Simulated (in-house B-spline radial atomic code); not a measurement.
# How G0W0 and RPA depend on the start: S⁺

Configuration [Ne] 3s2 3p3, highest spin. Computed with an all-electron radial atomic-structure program (B-spline basis): all electrons, scalar-relativistic (spin-free one-electron X2C), finite nucleus, each spin shell either full or empty, empty states to l = 9 with an (l + 1/2)⁻⁴ tail; G0W0 by contour deformation at full frequency.

```
            start  mean-field 3p up (eV)  G0W0 (eV)  QP weight  RPA correlation (Eh)
     Hartree-Fock                -23.454    -23.774      0.955              -0.76965
         LDA VWN5                -17.878    -23.159      0.884              -0.88573
              PBE                -17.907    -23.141      0.884              -0.88378
             PBE0                -19.477    -23.379      0.916              -0.84946
           r2SCAN                -18.458    -23.309      0.904              -0.86398
            HSE06                -19.056    -23.323      0.909              -0.85501
  B3LYP (VWN-RPA)                -18.999          ?          ?                     ?
             SCAN                -18.464    -23.288      0.904              -0.86334
             TPSS                -18.101    -23.187      0.891              -0.87561
        BHandHLYP                -20.706    -23.499      0.933              -0.82047
        CAM-B3LYP                -20.747    -23.493      0.932              -0.83482
          LC-wPBE                -22.463    -23.604      0.945              -0.82574
            wB97X                -21.876    -23.585      0.943              -0.82296
           PBEsol                -17.848    -23.161      0.884               -0.8842
             BLYP                -17.573          ?          ?                     ?
          r2SCAN0                -19.849    -23.460      0.924               -0.8373
LDA exchange-only                -16.937    -23.149      0.869              -0.88479
```

(1) What G0W0 level, weight and RPA correlation energy follow from the BLYP start?

(2) What G0W0 level, weight and RPA correlation energy follow from the B3LYP (VWN-RPA) start?

(3) How much of the dependence on the start does G0W0 remove?

## Answers

(1) G0W0 level -23.074 eV, weight 0.880, RPA correlation -0.88475 hartree.

(2) G0W0 level -23.302 eV, weight 0.909, RPA correlation -0.85686 hartree.

(3) The mean-field levels span 6.52 eV and the G0W0 levels 0.7 eV. Against 23.338 eV (NIST, measured) the G0W0 removal energies are off by -0.26 to +0.44 eV, with spin-orbit coupling, Breit and QED terms left out.
